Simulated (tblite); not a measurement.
Species: trifluoromethanesulfonyl chloride, CClF₃O₂S.
Bonds: O1–S2 (double), S2–O3 (double), S2–Cl4, S2–C5, C5–F6, C5–F7, C5–F8.

The geometry is computed with GFN2-xTB (gas phase).

Q: What internal coordinates does the optimisation give?

A: 
| bond | length (Å) |
| --- | --- |
| O1=S2, S2=O3 | 1.417 |
| S2–Cl4 | 2.005 |
| S2–C5 | 1.874 |
| C5–F6, C5–F7, C5–F8 | 1.318 |

Bonds in one row agree within 0.01 Å and their mean is given. A selection of angles:
| angle | degrees |
| --- | --- |
| O1–S2–O3 | 120.8 |
| O1–S2–Cl4 | 109.2 |
| O1–S2–C5 | 107.8 |
| Cl4–S2–C5 | 100.1 |
| S2–C5–F6 | 107.7 |
| S2–C5–F7 | 109.5 |
| F6–C5–F7 | 110.1 |

Torsions: O1–S2–C5–F6 -66° (synclinal).

All 3 C–F bonds measure 1.318 to 1.319 Å. S2 (sulfonyl sulfur) is distorted tetrahedral (angles from 100.1° to 120.8°).

Point group: Cs (tolerance 0.08 Å). Its GFN2-xTB frequencies are all real (lowest 36 cm⁻¹).
